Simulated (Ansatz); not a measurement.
Consider the formal exchange of groups at a Ge–C bond: `F[Si@H]1S[C@@H]1[GeH3]` + `CC(C)F` → `C[CH](C)[GeH3]` + `F[C@H]1S[Si@@H]1F`.

Calculated with Ansatz (gas phase, PBE0-D4/def2-TZVP geometries, no zero-point term in ΔE). CCSD(T)/CBS adds triple-zeta CCSD(T) − MP2 to the extrapolated MP2 energy (def2 sets, frozen cores). DFT in def2-TZVPP. For Ge outer-core shells are correlated without core-valence functions, which leaves a few kJ/mol of doubt a bond. Scalar relativity is left out up to krypton.

`F[Si@H]1S[C@@H]1[GeH3]`:

Cartesian coordinates in Å:
```
F -0.287 0.954 2.933
Si -0.545 0.917 1.366
S 0.713 1.931 0.084
C 0.626 0.039 0.284
Ge 0.098 -0.917 -1.331
H -2.000 0.900 1.153
H 1.531 -0.339 0.757
H -1.299 -0.430 -1.747
H 1.101 -0.627 -2.459
H 0.062 -2.428 -1.040
```

`CC(C)F`:

```xyz
11

C    -0.868    0.727   -0.613
C    -0.212    0.006    0.537
C     1.085   -0.671    0.173
F    -1.097   -0.968    1.004
H    -1.822    1.156   -0.303
H    -0.225    1.536   -0.968
H    -1.047    0.038   -1.442
H    -0.055    0.696    1.374
H     0.929   -1.377   -0.646
H     1.488   -1.214    1.029
H     1.823    0.070   -0.145
```

`C[CH](C)[GeH3]`:

Z-matrix (Å, degrees):
```
C
C 1 1.523
H 1 1.093 2 112.1
H 1 1.095 2 110.8 3 120.3
H 1 1.094 2 111.2 3 -120.6
C 2 1.523 1 111.7 3 -177.9
Ge 2 1.969 1 110.8 3 58.1
H 2 1.096 1 108.8 3 -57.7
H 6 1.093 2 112.1 1 177.8
H 6 1.094 2 111.2 1 -61.6
H 6 1.095 2 110.8 1 57.5
H 7 1.541 2 110.7 1 -178.5
H 7 1.542 2 109.5 1 61.9
H 7 1.541 2 110.7 1 -57.7
```

`F[C@H]1S[Si@@H]1F`:

Cartesian coordinates in Å:
```
F 1.162 1.635 0.047
C 0.873 0.311 -0.094
S 0.488 -0.564 1.512
Si -0.863 -0.292 -0.027
F -1.327 -1.530 -0.906
H 1.667 -0.189 -0.643
H -2.000 0.629 0.110
```

Problem. Is it downhill or uphill in electronic energy at CCSD(T)/CBS, and by how much? (An estimate is asked.)

Solution. Ansatz gave: Uphill: ΔE = +56.1 kJ/mol.

Problem. What do these levels give: ωB97M-V, B2PLYP, PBE0, MP2/def2-TZVPP, CCSD/def2-TZVPP, HF/def2-QZVPP? (Best estimate.)

Solution. The calculation gave: ωB97M-V 53.9, B2PLYP 55.2, PBE0 51.1, MP2/def2-TZVPP 57.7, CCSD/def2-TZVPP 58.1, HF/def2-QZVPP 70.5 kJ/mol.

Largest T1 diagnostic among the species: 0.013.

From PBE to PBE0 (25 % exact exchange), in def2-TZVPP and without D4, ΔE moves by +7.1 kJ/mol. In def2-TZVPP, CCSD(T) changes the Hartree–Fock value by −14.0 kJ/mol (the triples alone add −1.9 kJ/mol) and MP2 by −12.5 kJ/mol.
